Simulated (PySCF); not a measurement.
wavenumber (cm⁻¹), absorption (km/mol per cm⁻¹) and a bar:
```
        0      0.006 
        9      0.006 
       18      0.007 
       27      0.007 
       36      0.008 
       45      0.009 
       53      0.011 
       62      0.014 
       71      0.018 
       80      0.027 
       89      0.047 
       98      0.115 
      107      0.390 #
      116      0.216 
      125      0.071 
      134      0.037 
      143      0.024 
      151      0.019 
      160      0.017 
      169      0.016 
      178      0.015 
      187      0.015 
      196      0.016 
      205      0.016 
      214      0.017 
      223      0.018 
      232      0.020 
      241      0.021 
      250      0.023 
      258      0.025 
      267      0.028 
      276      0.031 
      285      0.035 
      294      0.039 
      303      0.044 
      312      0.051 
      321      0.059 
      330      0.070 
      339      0.083 
      348      0.101 
      356      0.125 
      365      0.160 
      374      0.211 
      383      0.290 #
      392      0.424 #
      401      0.676 #
      410      1.236 ##
      419      2.850 ######
      428      9.644 ####################
      437     14.794 ##############################
      446      4.121 ########
      454      1.590 ###
      463      0.816 ##
      472      0.492 #
      481      0.328 #
      490      0.233 
      499      0.175 
      508      0.136 
      517      0.108 
      526      0.088
```

This is the computed harmonic infrared spectrum of singlet ZrCl₄, Lorentzian lines of 13 cm⁻¹ full width. Level of theory: PBE0/[Zr def2-TZVP with ECP28, Cl def2-TZVP], scalar-relativistic core potentials, density fitting, no spin–orbit coupling, PySCF.

Which bands make it up, and how are they assigned?

In Td symmetry, counting bands above 1 % of the strongest: 109 cm⁻¹ (t2, bend, 8.7 km/mol); 434 cm⁻¹ (t2, stretch, 364 km/mol).

Only a few start shapes were tried, so a lower isomer may exist.
